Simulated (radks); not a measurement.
Values are calculated unless marked as measured or tabulated.
Charge is removed step by step from the 6s1/2 level of W, starting from [Xe] 4f14 5d4 6s2. Level of theory: Dirac Kohn-Sham, PBEsol, spin-unpolarised, spherical densities, finite nucleus; open shells are shared between the two j in proportion to 2j + 1; Fermi nuclear charge, rms radius 5.3658 fm (a radial shooting solver on a logarithmic mesh with Libxc functionals).

removed (e),E - E(0) (eV),eigenvalue (eV),E minus straight line (eV)
0,0.000,-5.748,0.000
0.1,0.605,-6.362,-0.287
0.2,1.273,-6.984,-0.513
0.3,2.003,-7.615,-0.675
0.4,2.796,-8.253,-0.775
0.5,3.653,-8.898,-0.810
0.6,4.576,-9.550,-0.780
0.7,5.564,-10.209,-0.685
0.8,6.618,-10.874,-0.524
0.9,7.739,-11.545,-0.296
1,8.927,-12.221,0.000

Removing the whole electron costs 8.927 eV by Delta-SCF, against 5.748 eV from minus the eigenvalue at the starting occupation. Slater's transition state (half an electron removed) gives 8.898 eV. Integrating minus the eigenvalue over the occupation (Janak's theorem) gives 8.927 eV. The mean slope of the eigenvalue, de/dn, is 6.47 eV per electron. Ionisation energy of W in the NIST Atomic Spectra Database: 7.864 eV (measured).

Beside tabulated values, note that spin-unpolarised runs miss the spin-polarisation part of the exchange energy of open shells.
